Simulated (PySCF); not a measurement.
# Computed properties of Al(OMe)(PH2)2 (CH7AlOP2), SMILES C[O][Al]([PH2])[PH2]

Al(OMe)(PH2)2 (CH₇AlOP₂), SMILES C[O][Al]([PH2])[PH2]. Coordinates come from a PBE0-D3(BJ)/def2-SVP optimisation. Other conformers were not sampled. All values are computed for the isolated molecule unless a solvent is named; none is compared with measurement here.

**Structure.** All 30 harmonic modes at PBE0-D3(BJ)/def2-SVP (PySCF) are real, so it is a minimum. With heavy atoms numbered as in [Al:1]([O:2][CH3:3])([PH2:7])[PH2:10], the shortest bond between them is O2–C3 at 1.387 Å and the longest Al1–P10 at 2.336 Å.

**Vibrations.** The strongest infrared lines (harmonic, unscaled, degenerate partners summed) lie at 1267 cm⁻¹ (373 km/mol, O 57 %, C 34 %), 3001 cm⁻¹ (99 km/mol, H 97 %), 745 cm⁻¹ (60 km/mol, Al 50 %, C 18 %, O 16 %, H 16 %). The softest mode is at 55 cm⁻¹ and the zero-point energy is 48.2 kcal/mol.

**Electronic structure.** B3LYP/def2-TZVP (PySCF) places the frontier levels at -6.67 and -1.04 eV, a gap of 5.63 eV, and gives a dipole moment of 1.39 D and a mean polarisability of 99.7 bohr³. PBE/def2-TZVP (PySCF) at the same geometry gives -5.85 and -1.61 eV, so its gap is 1.39 eV narrower. An orbital gap is neither the optical nor the fundamental gap.

**Excitations.** TDA-M06-2X/def2-SVPD (PySCF) has S1 at 4.98 eV (249 nm, f = 0.039, weak); the most intense of the 10 singlets computed lies at 6.47 eV (f = 0.18). T1 (TDA) is at 4.38 eV, 0.60 eV under S1. TDA-PBE/def2-SVPD (PySCF) puts S1 at 4.57 eV. No vertical singlet excitation falls in the visible range (under 3.1 eV).

**NMR.** GIAO shifts at KT2/pcSseg-1 (PySCF) (non-relativistic, atoms alike by connectivity averaged): ¹³C at 58.6 ppm against TMS; ¹H from 1.4 to 4.4 ppm against TMS.
